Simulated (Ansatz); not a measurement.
A single point on FH4NOSSn (`[NH2][Sn]([OH])([F])[SH]`).

```yaml
crystal:
  periodic: [false, false, false]
  atoms:
    - {symbol: N, position_ang: [1.291560, 1.213853, -0.487896]}
    - {symbol: Sn, position_ang: [-0.071718, -0.133739, 0.041078]}
    - {symbol: O, position_ang: [0.931813, -1.790954, 0.164588]}
    - {symbol: F, position_ang: [-1.439572, -0.477803, -1.272315]}
    - {symbol: S, position_ang: [-1.333013, 0.508180, 1.943939]}
    - {symbol: H, position_ang: [1.897338, 0.900076, -1.235277]}
    - {symbol: H, position_ang: [0.909414, 2.118887, -0.727111]}
    - {symbol: H, position_ang: [0.374312, -2.568613, 0.250578]}
    - {symbol: H, position_ang: [-2.471735, 0.183712, 1.305318]}
basis:
  gaussian: {orbitals: def2-QZVPP}
correlation: {method: mp2}
```

```sh
$ ansatz run in.yaml --threads 4 --pin off --events-out ev --progress --plain --max-ram 10444MiB
```

Output, abridged:

```
Functional definition: HF
2720 factors; integrals over basis functions are off by at most 1.0e-3 eV
mean field evaluation 1: about -22911.3081 eV, gradient 5.8e1 eV
mean field evaluation 2: about -22911.4194 eV, gradient 5.8e1 eV
mean field evaluation 4: about -22917.4078 eV, gradient 3.6e0 eV
mean field evaluation 8: about -22917.4724 eV, gradient 4.3e-1 eV
mean field evaluation 16: about -22917.4733 eV, gradient 2.2e-6 eV
mean field -22917.47327091 eV, -842.2016086847 hartree, gradient 2.2e-6 eV, S^2 0.000000; 0 other end points of the search recorded, 0 dependent functions left out
12 core orbitals not correlated: weight in the atoms' cores, before any rotation towards them, 1.000 or more for the frozen orbitals, at most 0.000 for the correlated occupied ones
reference -22917.47327091 eV, -842.2016086847 hartree; 21, 21 occupied and 410, 410 virtual orbitals, 2720 factors
second order -40.81060430 eV of doubles, -0.00000000 eV of singles
Total energy: -22958.28387521 eV, -843.7013707302 hartree
```

Run time 19 s (4 threads of an Arm Neoverse V1 on a shared host); peak host memory 2.3 GiB.
